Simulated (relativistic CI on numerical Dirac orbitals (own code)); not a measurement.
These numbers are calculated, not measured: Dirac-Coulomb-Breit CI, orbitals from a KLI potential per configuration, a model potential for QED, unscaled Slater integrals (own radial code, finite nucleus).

The strongest absorption lines from the ground level of an ion, among the configurations computed and to levels below about 14000 eV (vacuum wavelength in Å, gf): 0.9157 (0.87), 1.0270 (0.4), 1.0480 (0.97), 1.0486 (1.6), 1.0489 (2.1), 1.0738 (0.76), 1.2088 (4.2), 1.2108 (1.4).

(1) Which ion is it?
A. Tb⁵⁷⁺
B. Ir⁶⁹⁺
C. Ir⁷¹⁺
D. Ac⁸¹⁺

## Answers

(1) B. Ir⁶⁹⁺ has 8 electrons and the ground level 2s2 2p4 3P_2; the strongest line goes to 2s2 2p3 3d 3D°_3. The pattern of lines fixes the number of electrons, and along that sequence the line energies rise steadily with the charge (about as its square where n changes within one kind of shell, about linearly where n is kept but much faster in heavy ions where fine structure, which grows about as Z⁴, sets the gap, and irregularly where shells cross), which fixes Z. Configurations outside the model, such as inner-shell arrays, can give stronger lines. At this charge energies of transitions that change n are usually good to better than 1 %, and those within a shell (Δn = 0) to a few per cent.

LS names give the leading component of a level, which can be under half, so a name can repeat, a term be missing and a line seem to break the LS rules.
